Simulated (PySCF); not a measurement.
# Working out the ionisation energy of Co(2+)

Co(2+) [Ar] 3d7 (4F) → Co(3+) [Ar] 3d6 (5D). All numbers are calculated (PySCF 2.14, no relativity, point nucleus, in pcseg-2). Frozen: [Ar]. Energies in hartree (1 hartree = 27.21139 eV):

```
             part  Co(2+) (lower)  Co(3+) (upper)
              UHF    -1380.584086    -1379.432799
MP2 opposite-spin       -0.086513       -0.037790
    MP2 same-spin       -0.065387       -0.052043
```

Task: What does Hartree-Fock give?

Result: (-1379.432799) − (-1380.584086) = 1.151287 hartree = 31.328 eV.

Task: What do MP2 and SCS-MP2 (6/5 opposite-spin, 1/3 same-spin) give?

Result: The opposite-spin parts differ by 1.326 eV and the same-spin parts by 0.363 eV. MP2: 31.328 + (1.326) + (0.363) = 33.017 eV. SCS-MP2: 31.328 + 1.2 × (1.326) + (0.363)/3 = 33.040 eV.

Reference: 33.5 ± 0.06 eV (semi-empirical (NIST evaluation); NIST Atomic Spectra Database, ionization energies), between the lowest levels; spin-orbit coupling is absent from the calculation.

The calculation is non-relativistic.

What remains against the reference includes basis incompleteness, the frozen core and correlation beyond second order.
